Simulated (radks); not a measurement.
Valence configurations of Br (all share [Ar]). Method: scalar-relativistic Kohn-Sham, PBEsol, spin-polarised, spherical densities, point nucleus; open shells are filled with parallel spins first; computed with a radial shooting solver on a logarithmic mesh with Libxc functionals. Energies are relative to 3d10 4s2 4p5; eigenvalues in eV for spin up.

valence           E (eV)  moment (Bohr magnetons)    e(3d)   e(4p)    e(4s)
3d10 4s2 4p5       0.000                        1  -66.741  -8.191  -20.486
3d10 4s1.5 4p5.5   6.140                        1  -67.558  -8.517  -20.960
3d10 4s1 4p6      12.301                        1  -68.368  -8.842  -21.429
3d9.5 4s2 4p5.5   30.800                        1  -73.233  -8.708  -21.491
3d9 4s2 4p6       64.085                        1  -79.852  -9.219  -22.470

NIST lists [Ar] 3d10 4s2 4p5 as the ground configuration; this level of theory agrees among the configurations tried. The energies are those of spherical high-spin densities, not of single terms.
